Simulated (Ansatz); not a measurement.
`BC(C)O[SiH3]` + H₂ → `CCO[SiH3]` + BH₃ at 500 K and 1 bar (hydrogenolysis of a C–B bond).

Isolated molecules relaxed with PBE0-D4/def2-TZVP in Ansatz; ΔE leaves out vibrations. CBS: MP2 limit from def2 TZ/QZ plus the TZ coupled-cluster correction, frozen cores. This one scheme is used for every species. Each species was taken in one conformer, which may not be the lowest.

| species | CCSD(T)/CBS energy (Eh) | H − E (kJ/mol) | S (J/(mol·K)) |
| --- | --- | --- | --- |
| `BC(C)O[SiH3]` | -470.56359 | 330.0 | 445.3 |
| H₂ | -1.17544 | 41.0 | 145.5 |
| `CCO[SiH3]` | -445.19614 | 294.4 | 391.1 |
| BH₃ | -26.55200 | 86.8 | 208.8 |

H − E and S are ideal-gas, rigid-rotor, harmonic terms from PBE0-D4/def2-TZVP, for one conformer and one mirror image of each species. For small species the MP2-based limit differs from directly extrapolated CCSD(T) by up to some mEh (0.8 for H₂); such offsets cancel only in part. 1 Eh = 2625.50 kJ/mol, R = 8.31446 J/(mol·K).

Problem. By hand: ΔE, ΔH, ΔS and ΔG.

Solution. ΔE = (-445.19614) + (-26.55200) − (-470.56359) − (-1.17544) = -0.00911 Eh = -23.9 kJ/mol. Δ(H − E) = 294.4 + 86.8 − 330.0 − 41.0 = 10.2, so ΔH = -13.7 kJ/mol. ΔS = 391.1 + 208.8 − 445.3 − 145.5 = 9.1 J/(mol·K). ΔG = -13.7 − 500 × (9.1)/1000 = -18.2 kJ/mol.

Problem. By hand: the equilibrium constant, and the temperature at which ΔG would vanish if ΔH and ΔS stayed fixed.

Solution. log₁₀ K = −ΔG/(RT ln 10) = 1.9. ΔH and −TΔS have one sign here, so there is no such temperature.

The number of gas molecules stays the same, so ΔS is small and ΔH decides. A doubt of 5 kJ/mol in ΔE shifts log₁₀ K by 0.5 here. Other conformers and mirror images would add mixing entropy, several J/(mol·K) or more a flexible species. Modes under 60 cm⁻¹, often nearly free rotors, make the harmonic entropy too high. These are equilibria of isolated gas molecules and say nothing of rates. Largest T1 diagnostic: 0.011 (customary marks: 0.02 for closed shells, 0.045 for open ones).

ΔS is within the doubt of such terms, so its sign, and with it that verdict, could turn.
